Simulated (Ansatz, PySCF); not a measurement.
Gas-phase reaction (SMILES): C1CC1 -> [CH]1CC1 + H atom; the C-H bond at the site shown breaks (other sites are not compared here).

Geometries: B3LYP-D3(BJ)/def2-TZVP minima from Ansatz (a first-principles code). Correlated levels leave the core frozen unless marked. Open shells are spin-unrestricted. Spin-orbit coupling is left out. No relativistic terms. CBS(X,Y): correlation extrapolated as X^-3; Hartree-Fock from the larger set. The bracket is a focal-point correction in the basis named. Thermal terms are rigid-rotor harmonic-oscillator values from B3LYP-D3(BJ) frequencies (PySCF) at 298.15 K and 1 atm. 1 Eh = 627.5095 kcal/mol. Atoms have translation alone. Electronic entropy comes from spin alone.

| species | E, RI-MP2/CBS(cc-pVTZ,cc-pVQZ)+[CCSD(T)-MP2]/cc-pVTZ (Ansatz) (Eh) | E, PBE/def2-TZVPD (Ansatz) (Eh) | H - E (Eh) | G - E (Eh) |
|---|---|---|---|---|
| C1CC1 | -117.73184 | -117.76844 | 0.08550 | 0.05859 |
| [CH]1CC1 | -117.04566 | -117.09219 | 0.07099 | 0.04175 |
| H atom | -0.49995 | -0.49962 | 0.00236 | -0.01065 |

**Question.** Work out ΔE and ΔH, ΔG, ΔS and the equilibrium constant at 298.15 K at the first level, then ΔH at the second.

**Answer.** 
1. ΔE = [(-117.04566) + (-0.49995)] - [(-117.73184)] = 0.18623 Eh = 116.9 kcal/mol at RI-MP2/CBS(cc-pVTZ,cc-pVQZ)+[CCSD(T)-MP2]/cc-pVTZ.
2. The terms H - E add up to -0.01215 Eh, so ΔH = (0.18623 + (-0.01215))×627.5095 = 109.2 kcal/mol.
3. The terms G - E add up to -0.02749 Eh, so ΔG = 99.6 kcal/mol, and ΔS = (-0.01215 - (-0.02749))×627509.5/298.15 = 32.3 cal/(mol K).
4. log10 K = -ΔG/(RT ln 10) = -73.0, with RT ln 10 = 1.3642 kcal/mol.
5. With ΔH and ΔS taken as constant, ΔG changes sign near ΔH/ΔS = 3380 K, a rough figure that leaves out heat capacities.
6. At PBE/def2-TZVPD the same steps give ΔE = 110.8 and ΔH = 103.2 kcal/mol, a shift of -6.0 from the first level.
7. These values are not checked against measurement here, since the tables used lack a sound gas-phase enthalpy of formation for at least one species.
